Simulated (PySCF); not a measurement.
Se(I)(Me) (CH3ISe), SMILES I[Se]C. Atoms are numbered in the order given.

```xyz
6

Se     0.4878    -1.2902     0.0000
I     -0.0707     1.1758     0.0000
C     -1.3199    -1.9971     0.0000
H     -1.1987    -3.0913     0.0000
H     -1.8595    -1.6887    -0.9042
H     -1.8595    -1.6887     0.9042
```

Geometry: PBE0-D3(BJ)/def2-SVP. The def2 effective core potentials stand for the cores of I; spin–orbit coupling is left out.

Calculation: PySCF with PBE0/def2-TZVPD.

Mulliken values depend strongly on the basis, most of all with diffuse functions as here. ESP charges are fitted to the potential on shells at 1.4 to 2.0 van der Waals radii. Atomic charges (e):

```json
[
 {"atom": "Se1", "ESP fit": "0.00", "Mulliken": "-0.04"},
 {"atom": "I2", "ESP fit": "-0.04", "Mulliken": "-0.09"},
 {"atom": "C3", "ESP fit": "-0.70", "Mulliken": "-0.56"},
 {"atom": "H4", "ESP fit": "0.29", "Mulliken": "0.20"},
 {"atom": "H5", "ESP fit": "0.23", "Mulliken": "0.24"},
 {"atom": "H6", "ESP fit": "0.23", "Mulliken": "0.24"}
]
```
